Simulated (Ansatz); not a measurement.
Mg₈O₈⁻ (started as a model of: 1x4x4 MgO rock-salt block). Charge -1, multiplicity 2. Geometry PBE-D4/def2-SVP; atoms count from 1.

```xyz
16

Mg   -0.5382   -0.9121    3.7822
O    -1.1887    0.5914    2.8277
Mg   -1.2167    2.1867    1.7396
O    -0.8497    3.8423    0.8860
O    -0.1803   -2.0710    2.3251
Mg   -0.8721   -0.5352    1.1159
O    -1.0814    1.1120    0.0290
Mg   -0.5335    2.9057   -0.7347
Mg    0.6731   -2.8633    0.7848
O    -0.1211   -1.4780   -0.4610
Mg   -0.1660    0.2196   -1.4887
O     0.2208    2.0837   -2.3110
O     1.8912   -3.5257   -0.5120
Mg    1.3350   -2.1509   -1.6971
O     1.2004   -0.5877   -2.8230
Mg    1.4272    1.1826   -3.4628
```

Problem. Estimate the Mulliken populations from the PBE0/def2-SVP orbitals of Ansatz.

Solution. 
```tsv
atom	charge (e)	spin (α − β)
Mg1	0.43	0.49
O2	-0.88	0.00
Mg3	0.70	0.01
O4	-0.77	0.00
O5	-0.88	0.00
Mg6	1.16	0.01
O7	-0.95	-0.01
Mg8	0.70	0.01
Mg9	0.70	0.01
O10	-0.95	-0.01
Mg11	1.16	0.01
O12	-0.88	0.00
O13	-0.77	0.00
Mg14	0.70	0.01
O15	-0.88	0.00
Mg16	0.43	0.49
```
Mulliken values and Mayer orders depend strongly on the basis.

Problem. Where does the spin sit?

Solution. Summed by element: Mg 1.01, O -0.01, of 1 unpaired in all. Largest on single atoms: Mg1 0.49, Mg16 0.49, Mg8 0.01.

Problem. And the Mayer bond orders between bonded heavy atoms (over 0.3)?

Solution. Mg1–O2 0.85 (1.90 Å); Mg1–O5 0.85 (1.90 Å); O2–Mg3 0.70 (1.93 Å); Mg3–O4 1.03 (1.90 Å); Mg3–O7 0.41 (2.02 Å); O4–Mg8 1.03 (1.90 Å); O5–Mg9 0.70 (1.93 Å); Mg6–O7 0.44 (1.98 Å); Mg6–O10 0.44 (1.98 Å); O7–Mg8 0.41 (2.02 Å); O7–Mg11 0.44 (1.98 Å); Mg8–O12 0.70 (1.93 Å); Mg9–O10 0.41 (2.03 Å); Mg9–O13 1.03 (1.90 Å); O10–Mg11 0.44 (1.98 Å); O10–Mg14 0.41 (2.03 Å); O12–Mg16 0.85 (1.90 Å); O13–Mg14 1.03 (1.90 Å); Mg14–O15 0.70 (1.93 Å); O15–Mg16 0.85 (1.90 Å). Values over 0.3 also appear between atoms too far apart for a bond (Mg1–Mg16 0.38 at 7.79 Å); they arise where an orbital or an unpaired electron spreads over both atoms.
